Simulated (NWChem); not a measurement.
Program: NWChem. System: H2O2Si, charge 0, spin multiplicity 1, at a geometry optimised with PBE/def2-SVP. The structure started from a generated list of species. Level: EOM-CCSD/def2-SVPD, 7 core orbitals frozen.

The NWChem input:

```
start mol
memory heap 100 mb stack 700 mb global 1900 mb
geometry units angstroms nocenter noautoz
  Si    -0.156024     0.620528     0.000000
  O     -1.206646    -0.691358     0.000000
  H     -0.762596    -1.564758     0.000000
  O      1.311658    -0.239586     0.000000
  H      2.106837     0.324921     0.000000
  symmetry group Cs
end
basis spherical
  * library def2-svpd
end
scf
  rhf
  nopen 0
  maxiter 100
  thresh 1e-7
  semidirect memsize 60000000 filesize 0
end
tce
  freeze core 7
  ccsd
  nroots 2
  2eorb
  2emet 13
  thresh 1e-5
  maxiter 200
  tilesize 24
end
task tce energy
```

NWChem printed:

```
             Northwest Computational Chemistry Package (NWChem) 7.3.0
             --------------------------------------------------------

                                NWChem Input Module
                                -------------------

 Scaling coordinates for geometry "geometry" by  1.889725989
 (inverse scale =  0.529177249)

 Turning off AUTOSYM since
 SYMMETRY directive was detected!

                             Geometry "geometry" -> ""
                             -------------------------

 Output coordinates in angstroms (scale by  1.889725989 to convert to a.u.)

  No.       Tag          Charge          X              Y              Z
 ---- ---------------- ---------- -------------- -------------- --------------
    1 Si                  14.0000    -0.15602400     0.62052800     0.00000000
    2 O                    8.0000    -1.20664600    -0.69135800     0.00000000
    3 H                    1.0000    -0.76259600    -1.56475800     0.00000000
    4 O                    8.0000     1.31165800    -0.23958600     0.00000000
    5 H                    1.0000     2.10683700     0.32492100     0.00000000

 Effective nuclear repulsion energy (a.u.)     101.6106287913

            Nuclear Dipole moment (a.u.)
            ----------------------------
        X                 Y               Z
 ---------------- ---------------- ----------------
     0.0000018897     0.0000056692     0.0000000000

      Symmetry information
      --------------------

 Group name             Cs
 Group number              2
 Group order               2
 No. of unique centers     5

      Symmetry unique atoms

     1    2    3    4    5


 Summary of "ao basis" -> "" (spherical)
 ------------------------------------------------------------------------------
       Tag                 Description            Shells   Functions and Types
 ---------------- ------------------------------  ------  ---------------------
 *                         def2-svpd                  on all atoms

 Summary of "ao basis" -> "ao basis" (spherical)
 ------------------------------------------------------------------------------
       Tag                 Description            Shells   Functions and Types
 ---------------- ------------------------------  ------  ---------------------
 Si                        def2-svpd                10       24   5s3p2d
 O                         def2-svpd                 9       23   4s3p2d
 H                         def2-svpd                 4        8   2s2p

                                 NWChem SCF Module
                                 -----------------

  ao basis        = "ao basis"
  functions       =    86
  atoms           =     5
  closed shells   =    16
  open shells     =     0
  charge          =   0.00
  wavefunction    = RHF
  use symmetry    = T
  symmetry adapt  = T

 Summary of "ao basis" -> "ao basis" (spherical)
 ------------------------------------------------------------------------------
       Tag                 Description            Shells   Functions and Types
 ---------------- ------------------------------  ------  ---------------------
 Si                        def2-svpd                10       24   5s3p2d
 O                         def2-svpd                 9       23   4s3p2d
 H                         def2-svpd                 4        8   2s2p

      Symmetry analysis of basis
      --------------------------

        a'         61
        a"         25

 Forming initial guess at       0.0s

      Superposition of Atomic Density Guess
      -------------------------------------

 Sum of atomic energies:        -439.12599531

      Non-variational initial energy
      ------------------------------

 Total energy =    -439.711426
 1-e energy   =    -809.120717
 2-e energy   =     267.798662
 HOMO         =      -0.282611
 LUMO         =      -0.017250

      Symmetry analysis of molecular orbitals - initial
      -------------------------------------------------

  Numbering of irreducible representations:

     1 a'          2 a"

  Orbital symmetries:

     1 a'          2 a'          3 a'          4 a'          5 a'
     6 a'          7 a"          8 a'          9 a'         10 a'
    11 a'         12 a'         13 a"         14 a'         15 a"
    16 a'         17 a"         18 a'         19 a'         20 a'
    21 a'         22 a'         23 a'         24 a"         25 a'
    26 a"

 Starting SCF solution at       0.7s

 ----------------------------------------------
         Quadratically convergent ROHF

 Convergence threshold     :          1.000E-07
 Maximum no. of iterations :          100
 Final Fock-matrix accuracy:          1.000E-09
 ----------------------------------------------

              iter       energy          gnorm     gmax       time
             ----- ------------------- --------- --------- --------
                 1     -439.5981430820  1.25D+00  3.04D-01      0.7
                 2     -439.6768062291  2.68D-01  4.79D-02      0.8
                 3     -439.6845481591  2.38D-02  4.58D-03      1.0
                 4     -439.6846238024  1.71D-04  3.41D-05      1.2
                 5     -439.6846238064  2.67D-08  6.53D-09      1.6

       Final RHF  results
       ------------------

         Total SCF energy =   -439.684623806431
      One-electron energy =   -811.255008598895
      Two-electron energy =    269.959756001115
 Nuclear repulsion energy =    101.610628791348

        Time for solution =      0.9s

       Symmetry analysis of molecular orbitals - final
       -----------------------------------------------
[...]
   0.0002079343508   0.2702635436013    7.35425     2.0     2.0

 Iteration  21 using   42 trial vectors
   0.0000276268468   0.2495185216661    6.78975
   0.0001369582603   0.2702630210605    7.35423     2.0     2.0

 Iteration  22 using   44 trial vectors
   0.0000169199817   0.2495185361397    6.78975
   0.0000941429288   0.2702637074351    7.35425     2.0     2.0

 Iteration  23 using   46 trial vectors
   0.0000099786444   0.2495185305284    6.78975
   0.0000646687533   0.2702637884004    7.35425     2.0     2.0

 Iteration  24 using   47 trial vectors
   0.0000057403604   0.2495185455313    6.78975
   0.0000420759607   0.2702636739668    7.35425     1.1     1.1

 Iteration  25 using   48 trial vectors
   0.0000033540064   0.2495185450724    6.78975
   0.0000249554037   0.2702636750182    7.35425     1.2     1.2

 Iteration  26 using   49 trial vectors
   0.0000022112473   0.2495185398659    6.78975
   0.0000138891353   0.2702635858353    7.35425     1.2     1.2

 Iteration  27 using   50 trial vectors
   0.0000018850121   0.2495185425091    6.78975
   0.0000074730504   0.2702636492948    7.35425     1.1     1.1
 --------------------------------------------------------------
 Iterations converged
 ------------------

 Excited state root  1
 Excitation energy / hartree =        0.249518542509138
                   / eV      =        6.789747894510844
 largest EOMCCSD amplitudes: R1 and R2

 Singles contributions
    18a'  (alpha) ---    12a'  (alpha)       -0.1272334255
    18a'  (alpha) ---    16a'  (alpha)        0.7205965340
    19a'  (alpha) ---    16a'  (alpha)        0.4662228546
    21a'  (alpha) ---    16a'  (alpha)       -0.1653813164
    17a"  (alpha) ---    15a"  (alpha)       -0.1992688476

 Doubles contributions
    18a'  (alpha)    18a'  (beta ) ---    16a'  (alpha)    16a'  (beta )       -0.1001625590
 ------------------

 Excited state root  2
 Excitation energy / hartree =        0.270263649294819
                   / eV      =        7.354251212392795
 largest EOMCCSD amplitudes: R1 and R2

 Singles contributions
    18a'  (alpha) ---    16a'  (alpha)        0.4617253105
    19a'  (alpha) ---    16a'  (alpha)       -0.5417534341
    20a'  (alpha) ---    16a'  (alpha)       -0.1581091254
    21a'  (alpha) ---    16a'  (alpha)        0.1274849688
    22a'  (alpha) ---    16a'  (alpha)       -0.1555759654
    25a'  (alpha) ---    16a'  (alpha)       -0.1110022154
    17a"  (alpha) ---    15a"  (alpha)        0.4431910230

 Doubles contributions

 =========================================
 Excited-state calculation ( a"  symmetry)
 =========================================
 Dim. of EOMCC iter. space      500

 EOMCCSD SOLVER TYPE  1
  maxdiff =   0.54580757476319486

 No. of initial right vectors    2

 EOM-CCSD right-hand side iterations
 --------------------------------------------------------------
      Residuum       Omega / hartree  Omega / eV    Cpu    Wall
 --------------------------------------------------------------

 Iteration   1 using    2 trial vectors
   0.4799027878678   0.2903234051992    7.90011
   0.4215621490785   0.4338756607581   11.80636     1.7     1.7

 Iteration   2 using    4 trial vectors
   0.1357891786178   0.2123878655019    5.77937
   0.1196408671082   0.3647286519163    9.92478     1.4     1.4

 Iteration   3 using    6 trial vectors
   0.0667833712066   0.2025317396748    5.51117
   0.0524384424604   0.3571862169669    9.71954     1.4     1.4

 Iteration   4 using    8 trial vectors
   0.0354280381946   0.1990163495236    5.41551
   0.0338353995136   0.3545041657550    9.64655     1.4     1.4

 Iteration   5 using   10 trial vectors
   0.0177093355445   0.1979055035777    5.38529
   0.0273468958541   0.3529603340553    9.60454     1.4     1.4

 Iteration   6 using   12 trial vectors
   0.0077834166904   0.1976579626301    5.37855
   0.0209540066100   0.3519953902110    9.57829     1.5     1.5

 Iteration   7 using   14 trial vectors
   0.0040688214452   0.1975532359035    5.37570
   0.0210475201117   0.3513076591343    9.55957     1.5     1.5

 Iteration   8 using   16 trial vectors
   0.0020117158579   0.1975486348309    5.37557
   0.0277018439340   0.3505528918060    9.53903     1.5     1.5

 Iteration   9 using   18 trial vectors
   0.0010227259105   0.1975483137258    5.37557
   0.0558767936536   0.3483432409703    9.47891     1.5     1.5

 Iteration  10 using   20 trial vectors
   0.0005056850155   0.1975471946179    5.37553
   0.1024648095464   0.3379154405891    9.19515     1.6     1.6

 Iteration  11 using   22 trial vectors
   0.0002214186062   0.1975491211362    5.37559
   0.0873183583669   0.3215853627087    8.75079     1.5     1.5

 Iteration  12 using   24 trial vectors
   0.0000909585230   0.1975488305043    5.37558
   0.0587508767637   0.3165206360350    8.61297     1.6     1.6

 Iteration  13 using   26 trial vectors
   0.0000500272847   0.1975482326242    5.37556
   0.0351611825630   0.3141055509476    8.54725     1.6     1.6

 Iteration  14 using   28 trial vectors
   0.0000333483263   0.1975480476801    5.37556
   0.0278930936069   0.3123756540621    8.50018     1.7     1.7

 Iteration  15 using   30 trial vectors
   0.0000195730773   0.1975480541965    5.37556
   0.0299993779895   0.3118882157205    8.48691     1.6     1.6

 Iteration  16 using   32 trial vectors
   0.0000096033916   0.1975480652035    5.37556
   0.0358711869356   0.3099433486454    8.43399     1.6     1.6

 Iteration  17 using   33 trial vectors
   0.0000060352536   0.1975480820376    5.37556
   0.0327901000285   0.3081012209674    8.38386     1.0     1.0

 Iteration  18 using   34 trial vectors
   0.0000054221982   0.1975480962925    5.37556
   0.0224940285463   0.3067065927750    8.34591     1.0     1.0

 Iteration  19 using   35 trial vectors
   0.0000051985472   0.1975481002088    5.37556
   0.0159595931365   0.3063052790314    8.33499     0.9     0.9

 Iteration  20 using   36 trial vectors
   0.0000050411140   0.1975480977757    5.37556
   0.0139540718648   0.3061847418969    8.33171     0.9     0.9

 Iteration  21 using   37 trial vectors
   0.0000050527247   0.1975480970273    5.37556
   0.0105385306786   0.3056366555413    8.31680     0.9     0.9

 Iteration  22 using   38 trial vectors
   0.0000050730409   0.1975480956268    5.37556
   0.0082968929176   0.3056998272780    8.31852     0.9     0.9

 Iteration  23 using   39 trial vectors
   0.0000050769928   0.1975480956270    5.37556
   0.0076211660633   0.3055256549247    8.31378     1.0     1.0

 Iteration  24 using   40 trial vectors
   0.0000050554400   0.1975480971434    5.37556
   0.0079476275499   0.3054594868817    8.31198     1.0     1.0

 Iteration  25 using   41 trial vectors
   0.0000050581920   0.1975480972413    5.37556
   0.0087495977971   0.3054729893313    8.31235     1.0     1.0

 Iteration  26 using   42 trial vectors
   0.0000050587429   0.1975480973579    5.37556
   0.0078177082722   0.3052400803418    8.30601     1.0     1.0

 Iteration  27 using   43 trial vectors
   0.0000050600608   0.1975480973809    5.37556
   0.0053688841969   0.3052435433617    8.30610     1.0     1.0

 Iteration  28 using   44 trial vectors
   0.0000050391639   0.1975480979704    5.37556
   0.0035804929181   0.3051859659638    8.30454     1.0     1.0

 Iteration  29 using   45 trial vectors
   0.0000050353041   0.1975480979280    5.37556
   0.0024186532988   0.3051450284888    8.30342     1.0     1.0

 Iteration  30 using   46 trial vectors
   0.0000050282248   0.1975480983402    5.37556
   0.0014464778461   0.3051565203854    8.30373     1.0     1.0

 Iteration  31 using   47 trial vectors
   0.0000050281466   0.1975480983302    5.37556
   0.0009325844307   0.3051467751205    8.30347     1.0     1.0

 Iteration  32 using   48 trial vectors
   0.0000050257331   0.1975480981703    5.37556
   0.0006252031124   0.3051439797026    8.30339     1.0     1.0

 Iteration  33 using   49 trial vectors
   0.0000050242637   0.1975480980592    5.37556
   0.0003994956282   0.3051442793210    8.30340     1.0     1.0

 Iteration  34 using   50 trial vectors
   0.0000050239163   0.1975480980622    5.37556
   0.0002293839435   0.3051458779552    8.30345     1.1     1.1

 Iteration  35 using   51 trial vectors
   0.0000050160168   0.1975480985480    5.37556
   0.0001256448934   0.3051443704538    8.30340     1.1     1.1

 Iteration  36 using   52 trial vectors
   0.0000050160206   0.1975480985475    5.37556
   0.0000779080944   0.3051446096258    8.30341     1.0     1.0

 Iteration  37 using   53 trial vectors
   0.0000050144469   0.1975480984954    5.37556
   0.0000516188028   0.3051452074967    8.30343     1.1     1.1

 Iteration  38 using   54 trial vectors
   0.0000050060270   0.1975480989106    5.37556
   0.0000334198274   0.3051446576464    8.30341     1.1     1.1

 Iteration  39 using   55 trial vectors
   0.0000050042846   0.1975480987766    5.37556
   0.0000214815711   0.3051448366502    8.30342     1.1     1.1

 Iteration  40 using   56 trial vectors
   0.0000050016335   0.1975480986356    5.37556
   0.0000143609102   0.3051447441439    8.30341     1.1     1.1

 Iteration  41 using   57 trial vectors
   0.0000050016261   0.1975480986336    5.37556
   0.0000090189519   0.3051447080589    8.30341     1.0     1.0
 --------------------------------------------------------------
 Iterations converged
 ------------------

 Excited state root  1
 Excitation energy / hartree =        0.197548098633559
                   / eV      =        5.375559560719632
 largest EOMCCSD amplitudes: R1 and R2

 Singles contributions
    17a"  (alpha) ---    12a'  (alpha)        0.1226699789
    17a"  (alpha) ---    16a'  (alpha)       -0.8865712958
    23a"  (alpha) ---    16a'  (alpha)       -0.1300068106
    27a"  (alpha) ---    16a'  (alpha)        0.1312048433

 Doubles contributions
 ------------------

 Excited state root  2
 Excitation energy / hartree =        0.305144708058869
                   / eV      =        8.303413518808737
 largest EOMCCSD amplitudes: R1 and R2

 Singles contributions
    17a"  (alpha) ---    12a'  (alpha)       -0.1098190589
    17a"  (alpha) ---    13a'  (alpha)        0.8620627011
    23a"  (alpha) ---    13a'  (alpha)        0.1346980304
    27a"  (alpha) ---    13a'  (alpha)       -0.1610353948

 Doubles contributions

 Task  times  cpu:      114.5s     wall:      114.5s

 Total times  cpu:      114.5s     wall:      114.5s
```
